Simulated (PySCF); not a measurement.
## Excitation energy of K by level of theory

K [Ar] 4s1 (2S) → K [Ar] 3d1 (2D), as a difference of total energies. Computed with PySCF 2.14 in aug-cc-pVTZ-X2C, with scalar relativity by spin-free X2C-1e. The calculations carry no spin-orbit coupling.

```
method  excitation energy (eV)
   UHF                   2.452
   LDA                   2.422
   PBE                   2.284
  PBE0                   2.359
r2SCAN                   2.327
 B97-3                   2.207
  BLYP                   2.271
 TPSSh                   2.251
```

For comparison: 2.670 eV (measured; NIST levels, between the centres of gravity of the two terms).
